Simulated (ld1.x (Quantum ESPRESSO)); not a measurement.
**Pseudopotential generation for F (Z = 9): PAW, PBE, scalar-relativistic.**

The input file (ld1.x (Quantum ESPRESSO) 7.5):

```
&input
   title='F', zed=9., rel=1, dft='PBE', iswitch=3,
   config='[He] 2s1 2p6',
   nld=2, rlderiv=0.95, eminld=-4.0, emaxld=5.0, deld=0.02
 /
 &inputp
   pseudotype=3, lpaw=.true., tm=.true., lloc=-1, rcloc=0.75,
   nlcc=.true., new_core_ps=.true., rcore=0.55,
   which_augfun='BESSEL', rmatch_augfun=0.75,
   file_pseudopw='F.UPF', file_wfcaegen='ae.wfc', file_wfcncgen='nc.wfc', file_beta='beta', file_chi='chi', file_wfcusgen='us.wfc'
 /
4
2S  1  0   1.00   0.00  0.70  0.75  0.0
2S  1  0   0.00  -0.40  0.70  0.75  0.0
2P  2  1   6.00   0.00  0.75  0.85  0.0
2P  2  1   0.00   1.40  0.75  0.85  0.0
 &test
   configts(1)='2s1 2p6'
 /
```

Command:

```bash
ld1.x < F.in > F.out
```

The program printed (shortened: banner, matrices, multipoles, cross overlaps and the repeated all-electron block are left out):

```
Program LD1 v.7.5
     --------------------------- All-electron run ----------------------------

     F
     scalar relativistic calculation

     atomic number is  9.00
     dft =PBE   lsd =0 sic =0 latt =0  beta=0.20 tr2=1.0E-14
     Exchange-correlation= PBE
                           (   1   4   3   4   0   0   0)
     mesh =1105 r(mesh) =  99.76081 a.u. xmin = -7.00 dx = 0.01250
     1 Ry =  13.60569312 eV, c = 137.03599908

     n l     nl                  e(Ry)          e(Ha)          e(eV)
     1 0     1S 1( 2.00)       -48.8033       -24.4017      -664.0032
     2 0     2S 1( 1.00)        -2.2328        -1.1164       -30.3788
     2 1     2P 1( 6.00)        -0.8482        -0.4241       -11.5402

     final scf error:  6.1E-15 reached in  29 iterations

     Etot =    -198.106554 Ry,     -99.053277 Ha,   -2695.376983 eV

     Ekin =     197.935939 Ry,      98.967969 Ha,    2693.055642 eV
     Encl =    -474.750380 Ry,    -237.375190 Ha,   -6459.307986 eV
     Eh   =      98.980846 Ry,      49.490423 Ha,    1346.703017 eV
     Exc  =     -20.272959 Ry,     -10.136479 Ha,    -275.827656 eV

     normalization and overlap integrals

     s(1S/1S) =  1.000000  <r> =   0.1763  <r2> =    0.0420  r(max) =   0.1139
     s(2S/2S) =  1.000000  <r> =   1.0023  <r2> =    1.2244  r(max) =   0.7617
     s(2P/2P) =  1.000000  <r> =   1.1000  <r2> =    1.6187  r(max) =   0.7066

     ------------------------ End of All-electron run ------------------------

     --------------------- Generating PAW atomic setup --------------------

      Generating local potential from pseudized AE potential:
      Matching radius rcloc =   0.7500

      Local pseudo, rcloc= 0.743 Estimated cut-off energy=    43.91 Ry

      Computing core charge for nlcc:

       r > 0.55 : true rho core
      Core charge pseudized with two Bessel functions
      Integrated core pseudo-charge :   0.33
      Wfc-us  2S rcutus= 0.743  Estimated cut-off energy=    79.96 Ry
      Wfc-us  2S rcutus= 0.743  Estimated cut-off energy=    83.11 Ry
      Wfc-us  2P rcutus= 0.842  Estimated cut-off energy=   107.06 Ry
      Wfc-us  2P rcutus= 0.842  Estimated cut-off energy=   114.16 Ry

     Required augmentation: BESSEL   radius:    0.750000
     Suggested rho cutoff for augmentation:  96.30 Ry

     Estimated PAW energy =  -57.697210 Ryd

     ------------------- End of pseudopotential generation -------------------

     Computing logarithmic derivative in   0.94795
     Computing logarithmic derivative in   0.94795
     Computing the partial wave expansion
     R is outside the sphere for l=    0 j= 0.00
     R is outside the sphere for l=    0 j= 0.00
     R is outside the sphere for l=    1 j= 0.00
     R is outside the sphere for l=    1 j= 0.00

     ---------------------- Testing the pseudopotential ----------------------

     F
     scalar relativistic calculation

     atomic number is  9.00   valence charge is  7.00
     dft = SLA  PW   PBX  PBC   lsd =0 sic =0 latt =0  beta=0.20 tr2=1.0E-14
     mesh =1105 r(mesh) =  99.76081 xmin = -7.00 dx = 0.01250

     n l     nl             e AE (Ry)        e PS (Ry)    De AE-PS (Ry)
     1 0     2S   1( 1.00)       -2.23280       -2.23286        0.00005
     2 1     2P   1( 6.00)       -0.84819       -0.84821        0.00002

     eps = 1.3E-15  iter =  4

     Etot =    -198.106554 Ry,     -99.053277 Ha,   -2695.376983 eV
     Etotps =   -57.697386 Ry,     -28.848693 Ha,    -785.012927 eV

     Ekin =      48.881732 Ry,      24.440866 Ha,     665.069850 eV
     Encl =    -128.508711 Ry,     -64.254355 Ha,   -1748.450081 eV
     Ehrt =      42.202548 Ry,      21.101274 Ha,     574.194917 eV
     Ecxc =     -20.272956 Ry,     -10.136478 Ha,    -275.827612 eV
     (Ecc =      -0.577729 Ry,      -0.288864 Ha,      -7.860403 eV)

     ---------------------- End of pseudopotential test ----------------------
```

Generation and configuration tests took about 0.86 s on one core of a shared server CPU.
